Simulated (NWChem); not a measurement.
System: CH₂F₃Ga; SMILES F[C](F)(F)[GaH2]

Output (shortened):

```
             Northwest Computational Chemistry Package (NWChem) 7.3.0
             --------------------------------------------------------

 C1  symmetry detected

                             Geometry "geometry" -> ""
                             -------------------------

 Output coordinates in angstroms (scale by  1.889725989 to convert to a.u.)

  No.       Tag          Charge          X              Y              Z
 ---- ---------------- ---------- -------------- -------------- --------------
    1 Ga                  31.0000    -0.00687707    -1.19684474    -0.00766825
    2 C                    6.0000    -0.00631273     0.82648109    -0.00670983
    3 F                    9.0000     0.38289858     1.28694304     1.20041281
    4 F                    9.0000    -1.20518494     1.37410530    -0.25947127
    5 F                    9.0000     0.84906198     1.33605821    -0.91105018
    6 H                    1.0000    -1.38266438    -1.93808943    -0.00211714
    7 H                    1.0000     1.39274957    -1.89256905     0.01106958

 Effective nuclear repulsion energy (a.u.)     359.9778320231

                                 NWChem DFT Module
                                 -----------------

 Summary of "ao basis" -> "ao basis" (spherical)
 ------------------------------------------------------------------------------
       Tag                 Description            Shells   Functions and Types
 ---------------- ------------------------------  ------  ---------------------
 Ga                         def2-svp                12       32   5s4p3d
 C                          def2-svp                 6       14   3s2p1d
 F                          def2-svp                 6       14   3s2p1d
 H                          def2-svp                 3        5   2s1p

            General Information
            -------------------
          SCF calculation type: DFT
          Wavefunction type:  closed shell.
          No. of atoms     :     7
          No. of electrons :    66
           Alpha electrons :    33
            Beta electrons :    33
          Charge           :     0
          Spin multiplicity:     1
          Use of symmetry is: off; symmetry adaption is: off
          Maximum number of iterations: 150
          AO basis - number of functions:    98
                     number of shells:    42
          Convergence on energy requested:  1.00D-06
          Convergence on density requested:  1.00D-05
          Convergence on gradient requested:  5.00D-04

              XC Information
              --------------
                       M06-2X Method XC Functional
                     Hartree-Fock (Exact) Exchange  0.540
                        M06-2X Exchange Functional  1.000
                      M06-2X Correlation Potential  1.000

             Grid Information
             ----------------
          Grid used for XC integration:  medium
          Radial quadrature: Mura-Knowles
          Angular quadrature: Lebedev.
          Tag              B.-S. Rad. Rad. Pts. Rad. Cut. Ang. Pts.
          ---              ---------- --------- --------- ---------
          Ga                  1.30      112           8.0       590
          C                   0.70       49           9.0       434
          F                   0.50       49          11.0       434
          H                   0.35       45           9.0       434
          Grid pruning is: on
          Number of quadrature shells:   398
          Spatial weights used:  Erf1

      Superposition of Atomic Density Guess
      -------------------------------------

 Sum of atomic energies:       -2259.47676371

      Non-variational initial energy
      ------------------------------

 Total energy =   -2260.680230
 1-e energy   =   -3871.476193
 2-e energy   =    1250.818132
 HOMO         =      -0.293872
 LUMO         =      -0.017106

   convergence    iter        energy       DeltaE   RMS-Dens  Diis-err
 ---------------- ----- ----------------- --------- --------- ---------
 d= 0,ls=0.0,diis     1  -2262.9023809980 -2.62D+03  1.27D-02  1.22D+00
 d= 0,ls=0.0,diis     2  -2262.9030695916 -6.89D-04  6.11D-03  1.57D+00
 d= 0,ls=0.0,diis     3  -2263.0379106543 -1.35D-01  7.62D-04  5.92D-03
 d= 0,ls=0.0,diis     4  -2263.0384774782 -5.67D-04  2.56D-04  1.07D-03
 d= 0,ls=0.0,diis     5  -2263.0385826657 -1.05D-04  6.83D-05  2.48D-05
  Resetting Diis
 d= 0,ls=0.0,diis     6  -2263.0385869769 -4.31D-06  1.30D-05  1.58D-06
 d= 0,ls=0.0,diis     7  -2263.0385871396 -1.63D-07  7.49D-06  6.76D-07

         Total DFT energy =    -2263.038587139589
      One electron energy =    -3871.179845662472
           Coulomb energy =     1360.739445990064
    Exchange-Corr. energy =     -112.576019490264
 Nuclear repulsion energy =      359.977832023083

 Numeric. integr. density =       65.999982728052

                       DFT Final Molecular Orbital Analysis
                       ------------------------------------

 Vector   31  Occ=2.000000D+00  E=-4.963290D-01
              MO Center= -1.5D-02,  1.3D+00, -9.1D-03, r^2= 2.0D+00
   Bfn.  Coefficient  Atom+Function         Bfn.  Coefficient  Atom+Function
  ----- ------------  ---------------      ----- ------------  ---------------
    66      0.405307  4 F  pz                50      0.382218  3 F  px
    78     -0.307696  5 F  px                69     -0.277623  4 F  pz
    80     -0.265233  5 F  pz                53     -0.262609  3 F  px
    81      0.211066  5 F  px                83      0.181834  5 F  pz
    52     -0.113821  3 F  pz                64     -0.095489  4 F  px

 Vector   32  Occ=2.000000D+00  E=-3.827550D-01
              MO Center=  2.1D-03, -1.7D+00, -2.9D-04, r^2= 2.7D+00
   Bfn.  Coefficient  Atom+Function         Bfn.  Coefficient  Atom+Function
  ----- ------------  ---------------      ----- ------------  ---------------
    89     -0.322286  6 H  s                 94      0.321684  7 H  s
    12      0.308772  1 Ga px                90     -0.212975  6 H  s
    95      0.212876  7 H  s                  9     -0.180665  1 Ga px
    15      0.137870  1 Ga px                18      0.088231  1 Ga d -2
     6      0.058998  1 Ga px                65      0.052289  4 F  py

 Vector   33  Occ=2.000000D+00  E=-3.622748D-01
              MO Center=  1.0D-03, -2.0D-02, -4.0D-03, r^2= 3.0D+00
   Bfn.  Coefficient  Atom+Function         Bfn.  Coefficient  Atom+Function
  ----- ------------  ---------------      ----- ------------  ---------------
    37      0.373766  2 C  py                35     -0.313200  2 C  s
    13     -0.300796  1 Ga py                51      0.232762  3 F  py
    65      0.233301  4 F  py                79      0.232947  5 F  py
    34     -0.193522  2 C  s                 68     -0.176728  4 F  py
    54     -0.175466  3 F  py                82     -0.176008  5 F  py

 Vector   34  Occ=0.000000D+00  E=-6.420841D-02
              MO Center= -1.6D-02, -1.2D+00, -3.9D-02, r^2= 3.7D+00
   Bfn.  Coefficient  Atom+Function         Bfn.  Coefficient  Atom+Function
  ----- ------------  ---------------      ----- ------------  ---------------
    17      0.719949  1 Ga pz                14      0.402854  1 Ga pz
    11     -0.213486  1 Ga pz                51     -0.084413  3 F  py
     8      0.068974  1 Ga pz                49     -0.067444  3 F  s
    54      0.067268  3 F  py                79      0.059339  5 F  py
    77      0.047815  5 F  s                 82     -0.047212  5 F  py

 Vector   35  Occ=0.000000D+00  E= 5.219540D-02
              MO Center= -9.3D-02, -8.1D-01,  7.4D-03, r^2= 4.6D+00
   Bfn.  Coefficient  Atom+Function         Bfn.  Coefficient  Atom+Function
  ----- ------------  ---------------      ----- ------------  ---------------
     5      1.676486  1 Ga s                 35     -1.113145  2 C  s
    16      0.794182  1 Ga py                90     -0.590494  6 H  s
    95     -0.511504  7 H  s                 40      0.424724  2 C  py
    37      0.290146  2 C  py                 4      0.246417  1 Ga s
     3     -0.195881  1 Ga s                 34     -0.154327  2 C  s

 Vector   36  Occ=0.000000D+00  E= 7.458568D-02
              MO Center=  1.7D-02, -2.2D+00,  1.1D-02, r^2= 4.3D+00
   Bfn.  Coefficient  Atom+Function         Bfn.  Coefficient  Atom+Function
  ----- ------------  ---------------      ----- ------------  ---------------
    16      1.459657  1 Ga py                90      0.981593  6 H  s
    95      0.936174  7 H  s                  5     -0.877236  1 Ga s
    35     -0.677435  2 C  s                  4     -0.224325  1 Ga s
    40      0.188041  2 C  py                89      0.164485  6 H  s
    13      0.157715  1 Ga py                94      0.158287  7 H  s

     Multipole analysis of the density
     ---------------------------------

     L   x y z        total         alpha         beta         nuclear
     -   - - -        -----         -----         ----         -------
     0   0 0 0     -0.000000    -33.000000    -33.000000     66.000000

     1   1 0 0     -0.031903     -0.015952     -0.015952     -0.000000
     1   0 1 0     -0.874742     -0.437371     -0.437371      0.000000
     1   0 0 1     -0.033799     -0.016899     -0.016899      0.000000

     2   2 0 0    -30.786750    -59.555142    -59.555142     88.323534
     2   1 1 0      0.008946     -0.009325     -0.009325      0.027596
     2   1 0 1     -0.022226     -0.028104     -0.028104      0.033982
     2   0 2 0    -30.316965   -200.509121   -200.509121    370.701277
     2   0 1 1      0.066310      0.078967      0.078967     -0.091624
     2   0 0 2    -26.821025    -50.990926    -50.990926     75.160827

                                 NWChem DFT Module
                                 -----------------

[...]
```

Level: M06-2X/def2-SVP, vertical spin-unrestricted ions. All runs use the structure optimised with PBE0/def2-SVP.

### Question
Write an input that gives this output.

### Answer
Several could match; the one computed here: the input that was run:
```
start job
memory heap 200 mb stack 900 mb global 1100 mb
geometry units angstroms noautoz
  Ga    -0.018806    -1.171119     0.117786
  C     -0.004780     0.830834    -0.175192
  F      0.218342     1.466435     0.993946
  F     -1.153969     1.320035    -0.666234
  F      0.969910     1.215409    -1.018547
  H     -1.387313    -1.922023     0.042973
  H      1.360327    -1.838065     0.428452
end
basis spherical
  Ga library def2-svp
  C library def2-svp
  F library def2-svp
  H library def2-svp
end
dft
  xc m06-2x
  iterations 150
  vectors input atomic output neutral.movecs
end
task dft energy
charge 1
dft
  odft
  mult 2
  vectors input atomic output cation.movecs
end
task dft energy
```
